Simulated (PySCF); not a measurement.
Al(CF3)(F)(OH) (CHAlF4O), SMILES F[C](F)(F)[Al]([OH])[F].

Geometry: PBE0-D3(BJ)/def2-SVP. The structure was generated by enumeration; whether it is a known compound was not checked. Other conformers were not sampled.

Vertical ionisation energy (IE) and electron affinity (EA) in eV. Rows of orbital energies are one-electron estimates. Where ΔSCF, EOM or ADC give a negative EA the extra electron is unbound and the value depends on the basis.

```csv
level,IE,EA
"−ε(HOMO), −ε(LUMO), ωB97X/def2-TZVP (PySCF)",11.87,-1.02
"−ε(HOMO), −ε(LUMO), PBE/def2-TZVP (PySCF)",7.78,1.79
```
